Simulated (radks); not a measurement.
Fractional charge and spin in the 2p shell of aluminium: the spin-up occupation runs from 2 to 3 and the spin-down occupation from 2 to 3; the fullest corner is Al2+, [He] 2s2 3s(up 0.5, down 0.5) 2p(up 3, down 3). Method: non-relativistic Kohn-Sham, r2SCAN, spin-polarised, spherical densities, point nucleus; meta-GGA in the generalised Kohn-Sham scheme; computed with a radial shooting solver on a logarithmic mesh with Libxc functionals. Energy (eV) above the fullest corner. The planes named below are the two flat planes that join the four corners, with an edge along up + down = one added electron.

\begin{tabular}{lrrr}
down \ up & 2 & 2.5 & 3 \\ \hline
2 & 249.920 & 174.255 & 106.955 \\
2.5 & 174.255 & 108.005 & 49.711 \\
3 & 106.955 & 49.711 & 0.000 \\
\end{tabular}

Corners above the fullest one (they belong to Al3+ and the next ion): (up 3, down 2) 106.96 eV, (up 2, down 3) 106.96 eV, (up 2, down 2) 249.92 eV. With half an added electron in each spin the energy lies 1.049 eV from the planes, and with half an added electron in spin up alone -4.183 eV. The planes are only a guide here: the flat-plane condition holds for ground states with one frontier orbital, while this shell lies below other occupied shells, so the corners above the fullest one are inner-hole states and not the ground states of those ions.
